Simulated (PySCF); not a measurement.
Core-level binding energies of `C[C@@H]1C[C@@H]1[GeH3]`

C₄H₁₀Ge.
Atom-mapped SMILES: `[CH3:1][C@@H:2]1[CH2:3][C@@H:4]1[GeH3:5]`

Structure used (PBE0-D3(BJ)/def2-SVP), in Å, numbered top down from 1:
```xyz
15
C4H10Ge angstrom
C     -1.4484   -0.9190   -0.3822
C     -1.0044    0.5001   -0.1440
C      0.0382    1.1398   -1.0059
C      0.3495    0.8288    0.4379
Ge     1.6553   -0.5229    0.9332
H     -1.8469   -1.3746    0.5381
H     -2.2389   -0.9621   -1.1481
H     -0.6169   -1.5488   -0.7344
H     -1.8103    1.1658    0.1862
H     -0.0835    2.1873   -1.2959
H      0.5065    0.5192   -1.7776
H      0.3684    1.6947    1.1090
H      1.1387   -1.4110    2.0836
H      1.9834   -1.4248   -0.2738
H      2.9538    0.1674    1.3952
```

Method used: PySCF, delta-SCF UKS SCAN, pcX-2 on the ionised atom, pcseg-1 elsewhere, spin-free X2C. Vertical ΔSCF values, vacuum level as zero.

Task: List the computed XPS lines with their assignment.

Result: 
```
atom(s)                    environment  level  binding energy (eV)  above the level's lowest (eV)  count
     C1                  methyl carbon   C 1s               290.62                          +0.50      1
     C2     three-membered-ring carbon   C 1s               290.60                          +0.48      1
     C3     three-membered-ring carbon   C 1s               290.44                          +0.32      1
     C4  sp3 carbon bound to germanium   C 1s               290.12                           0.00      1
```

Lowest listed C 1s: C4, bonded to 2 C, H and Ge. Highest, 0.50 eV above it: C1, bonded to C and 3 H. Summing the Pauling electronegativity differences to the bonded atoms, each weighted by its formal bond order, gives -0.89 for the lowest site and -1.05 for the highest; the largest sum, -0.35, belongs to C2, 0.02 eV below the top. The smallest sum, -1.05, belongs to C1, 0.50 eV above the lowest. The values 290.60 and 290.62 eV lie too close for their order to be trusted.

Task: What is the longest wavelength that can ionise C 1s of C1 vertically?

Result: λ = hc/E = 12398.42 eV Å / 290.62 eV = 42.662 Å.

No level of germanium is listed. Geometry: PBE0-D3(BJ)/def2-SVP; no solvent, vibrations or thermal averaging.

On an Arm Neoverse V2 with one thread, no GPU (shared host), this took 40 s and 0.62 GiB of memory at its peak.
